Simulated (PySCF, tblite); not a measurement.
Isomers of C3H9ClSSi2, one GFN2-xTB conformer each. Single-point energies are computed at PBE0/pcSseg-1 (PySCF, gas phase, no added dispersion term), electronic only.

Question: Rank them by PBE0/pcSseg-1 energy, lowest first (kcal/mol).
A. `[CH3:1][C@@H:2]1[CH2:3][Si@H:4]([Cl:5])[S:6][SiH2:7]1` with C1–C2–C3–Si4 -172°, C2–C3–Si4–Cl5 152°, C3–Si4–S6–Si7 -6°, Si4–S6–Si7–C2 -15°
B. `[CH3:1][S:2][Si@@H:3]([Cl:4])/[CH:5]=[CH:6]\[SiH3:7]` with C1–S2–Si3–Cl4 52°, S2–Si3–C5–C6 174°

Answer: A (0.0), B (49.8).

As drawn, the higher has a C=C bond outside aromatic rings, which the lower lacks. GFN2-xTB itself gives, in the same order: 0.0, 48.9. Both levels put the same isomer lowest.

Q: Which frontier levels, dipoles and rotational constants go with these structures?

A: 
```json
{"SMILES": "C[C@@H]1C[Si@H](Cl)S[SiH2]1", "HOMO (eV, PBE0/pcSseg-1)": "-7.36", "LUMO (eV)": "-0.21", "dipole (D)": "3.43", "A, B, C (MHz)": "1940, 851.4, 647.1"}
{"SMILES": "CS[Si@@H](Cl)/C=C\\[SiH3]", "HOMO (eV, PBE0/pcSseg-1)": "-7.06", "LUMO (eV)": "-1.35", "dipole (D)": "0.88", "A, B, C (MHz)": "2210, 634.4, 531.6"}
```

Q: What happens when harmonic zero-point energies from GFN2-xTB frequencies are added?

A: 
```
                     SMILES  ZPE (kcal/mol)  electronic (kcal/mol)  with ZPE (kcal/mol)
C[C@@H]1C[Si@H](Cl)S[SiH2]1            70.2                    0.0                  0.0
   CS[Si@@H](Cl)/C=C\[SiH3]            65.3                   49.8                 44.9
```

The zero-point energies span 4.9 kcal/mol. The order is unchanged.
